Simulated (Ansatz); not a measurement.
Reaction (isomerisation): `N[SiH2]C(F)[SiH3]` → `CN([SiH3])[SiH2]F`

Isolated molecules relaxed with PBE0-D4/def2-TZVP in Ansatz; ΔE leaves out vibrations. CCSD(T)/CBS adds triple-zeta CCSD(T) − MP2 to the extrapolated MP2 energy (def2 sets, frozen cores). DFT in def2-TZVPP. B3LYP here is the variant with VWN-RPA as its local correlation; programs differ in this. One conformer a species, not always the lowest.

`N[SiH2]C(F)[SiH3]`:

```xyz
13

N    -1.890    1.000    0.078
Si   -0.506    0.738    1.049
C     1.059    0.177    0.133
F     1.481    1.221   -0.718
Si    0.877   -1.402   -0.892
H    -2.400    0.229   -0.322
H    -1.952    1.818   -0.505
H    -0.808   -0.339    2.030
H    -0.178    2.019    1.725
H     1.852    0.018    0.877
H    -0.210   -1.245   -1.892
H     2.146   -1.719   -1.596
H     0.529   -2.514    0.034
```

`CN([SiH3])[SiH2]F`:

```xyz
13

C     1.086   -1.025    0.263
N     0.092    0.017   -0.004
Si   -0.733    0.650    1.384
Si   -0.296    0.395   -1.621
F    -1.271   -0.686   -2.292
H     1.706   -1.201   -0.619
H     0.618   -1.976    0.539
H     1.753   -0.725    1.077
H     0.257    1.239    2.327
H    -1.460   -0.425    2.114
H    -1.692    1.683    0.924
H    -1.003    1.692   -1.657
H     0.943    0.362   -2.433
```

Q: Is it downhill or uphill in electronic energy at CCSD(T)/CBS, and by how much? (An estimate is asked.)

A: The calculation gave: Downhill: ΔE = -251.7 kJ/mol.

Q: What do these levels give: PBE-D4, PBE0-D4, B3LYP-D4, B2PLYP, PBE0, HF/def2-TZVPP, MP2/def2-TZVPP, SCS-MP2/def2-TZVPP, CCSD(T)/def2-TZVPP, MP2/def2-QZVPP, SCS-MP2/def2-QZVPP, CCSD/CBS(def2)? (Best estimate.)

A: Ansatz gave: PBE-D4 -222.4, PBE0-D4 -233.6, B3LYP-D4 -241.4, B2PLYP -249.8, PBE0 -232.8, HF/def2-TZVPP -263.0, MP2/def2-TZVPP -264.2, SCS-MP2/def2-TZVPP -262.4, CCSD(T)/def2-TZVPP -251.8, MP2/def2-QZVPP -265.3, SCS-MP2/def2-QZVPP -263.5, CCSD/CBS(def2) -253.8 kJ/mol.

Largest T1 diagnostic among the species: 0.012.

From PBE to PBE0 (25 % exact exchange), in def2-TZVPP and without D4, ΔE moves by −11.5 kJ/mol.
